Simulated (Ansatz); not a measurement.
`FC/C=C/[SiH3]` + `CC[SeH]` → `CC[Se][SiH3]` + `C=CCF`  (ligand exchange at the Si–C bond)

Computed with Ansatz on PBE0-D4/def2-TZVP structures; ΔE is electronic, products minus reactants. CCSD(T)/CBS adds triple-zeta CCSD(T) − MP2 to the extrapolated MP2 energy (def2 sets, frozen cores). This one scheme is used for every species. For Se outer-core shells are correlated without core-valence functions, which leaves a few kJ/mol of doubt a bond. Scalar relativity is left out up to krypton. Each species was taken in one conformer, which may not be the lowest.

| species | MP2/def2-SVP energy (Eh) |
| --- | --- |
| `FC/C=C/[SiH3]` | -506.44978 |
| `CC[SeH]` | -2479.24706 |
| `CC[Se][SiH3]` | -2769.37182 |
| `C=CCF` | -216.34471 |

Problem. Work out ΔE.

Solution. ΔE = (-2769.37182) + (-216.34471) − (-506.44978) − (-2479.24706) = -0.01969 Eh = -0.54 eV. CCSD(T)/CBS gives -0.61 eV.

Largest T1 diagnostic among the species: 0.011.

Leaving LDA and LC-ωPBE aside and taking each functional with its dispersion term where it has one, the values, not all of them listed here, spread over 0.06 eV, from r2SCAN0-D4 to CAM-B3LYP-D4. LDA lies +0.04 eV from PBE without D4. At CCSD(T), def2-SVP lies +0.10 eV from the extrapolated value and def2-TZVPP +0.04 eV.
